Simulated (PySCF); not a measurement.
Computed IR spectrum (relative IR intensity) of a molecule H₈OSi₃. The structure is a stationary point at PBE-D3(BJ)/def2-SVP. Other conformers were not sampled. Level of theory: PBE-D3(BJ)/def2-SVP run with PySCF. Frequencies are harmonic and unscaled.

Lines under 2 % of the strongest are left out, and lines within 2 cm⁻¹ are merged.

ν (cm⁻¹): 337 (vw), 493 (vw), 697 (w), 706 (w), 720 (w), 790 (vs), 862 (w), 898 (w), 909 (w), 914 (m), 918 (m), 965 (m), 1048 (s), 2138 (m), 2146 (vw), 2149 (m), 2163 (m), 2166 (m), 2168 (m), 2190 (m) (against the strongest line: vs over 80 %, s over 45 %, m over 15 %, w over 4 %, vw less)

**Question.** Which structure fits?
A) [SiH3]O[SiH2][SiH3]
B) O[SiH2][SiH2][SiH3]
C) O[SiH]([SiH3])[SiH3]

**Answer.** A, [SiH3]O[SiH2][SiH3]
